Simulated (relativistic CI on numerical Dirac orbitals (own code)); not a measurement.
Hyperfine structure of Dy5+, mass number 161

Method of calculation: Dirac-Coulomb-Breit CI, separate exchange-only KLI orbitals for each configuration, model QED (radiative potential, 1s self-energy scaled to tabulated hydrogen-like ionisation energies), valence Slater integrals scaled by 0.85, P86 correlation energy added to each configuration (own radial code, finite nucleus).

CI space (outside the closed core [Kr] 4d10): 4f⁸5s²5p⁵, 4f⁸5s5p⁶, 4f⁶5s²5p⁶6s. The list is cut by size and lacks configurations that can hold low levels.

Nuclear spin I = 5/2, μ = -0.479 μN, Q = 2.51 b (tables of Stone and Pyykkö). The electronic factors are computed for point nuclear moments, without core polarisation or the Bohr-Weisskopf and QED corrections.

```tsv
Level	E (cm⁻¹)	A (MHz)	B (MHz)
4f⁸5s²5p⁵ ⁸G°15/2	0.0	-234.3	-15800
4f⁸5s²5p⁵ ⁸G°13/2	4429.3	-246.2	-16900
4f⁸5s²5p⁵ ⁸G°11/2	7651.2	-259.4	-19000
4f⁸5s²5p⁵ ⁸D°3/2	8067.2	-215.6	-2150
4f⁸5s²5p⁵ ⁸D°5/2	8129.6	-106.9	532
4f⁸5s²5p⁵ ⁸D°7/2	8280.6	-78.22	1290
4f⁸5s²5p⁵ ⁸D°9/2	8456.0	-81.49	-1090
4f⁸5s²5p⁵ ⁸F°13/2	11938.3	-164.6	20200
```

Levels with J = 0, under 50 % of one LS term, or S terms without an open s electron are left out. Small factors come from cancelling terms and can be off by tens of per cent or more.

At this charge configurations can still be misplaced by up to about 7 % of their energy. Levels and lines within the n = 5 or 6 shells can be off by up to 10 % or somewhat more, and those that change n by about 2 %, since core polarisation is missing.

Q: Give the hyperfine levels of 4f⁸5s²5p⁵ ⁸G°15/2 relative to its centre of gravity.

A: With K = F(F + 1) − I(I + 1) − J(J + 1), E = AK/2 + B[¾K(K + 1) − I(I + 1)J(J + 1)]/[2I(2I − 1)J(2J − 1)]: F = 5: -759.5, F = 6: 2695, F = 7: 4678, F = 8: 4244, F = 9: 312.7, F = 10: -8331 MHz.

LS names give the leading component of a level, which can be under half, so a name can repeat, a term be missing and a line seem to break the LS rules.
